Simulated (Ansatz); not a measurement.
`N[SiH]([SiH3])S`. Total charge 0; spin multiplicity 1.

Z-matrix (Å, degrees):
```
Si
Si 1 2.339
S 1 2.161 2 107.6
N 1 1.712 2 110.4 3 120.9
H 1 1.487 2 112.3 3 -120.8
H 2 1.488 1 112.1 3 168.7
H 2 1.489 1 109.6 3 47.9
H 2 1.489 1 109.2 3 -70.7
H 3 1.344 1 94.9 2 -47.7
H 4 1.007 1 120.7 2 -53.7
H 4 1.007 1 120.1 2 159.7
```

Question: List the harmonic frequencies (cm⁻¹, unscaled) at PBE0-D4/def2-TZVP in Ansatz. (Best estimate.)

Answer: Ansatz gave: 70, 106, 125, 168, 210, 271, 389, 401, 488, 498, 532, 692, 739, 781, 860, 878, 924, 935, 937, 1582, 2205, 2211, 2220, 2223, 2705, 3602, 3698.

Question: Is this a minimum?

Answer: Yes, all 27 modes are real.

Question: Give the ideal-gas thermochemistry at 298.15 K and 1 bar (rigid rotor, harmonic oscillator; point group C1, symmetry number 1).

Answer: Zero-point energy 182.1 kJ/mol; H(298) − E = 207.0 kJ/mol; entropy 375.0 J/(mol·K), of which translation 167.4, rotation 115.6, vibration 92.0; G(298) − E = 95.1 kJ/mol. Modes under 100 cm⁻¹ are hindered rotations or soft bends, so the harmonic entropy is rough.

Question: Rotational constants (cm⁻¹)?

Answer: 0.129, 0.07198, 0.05094.
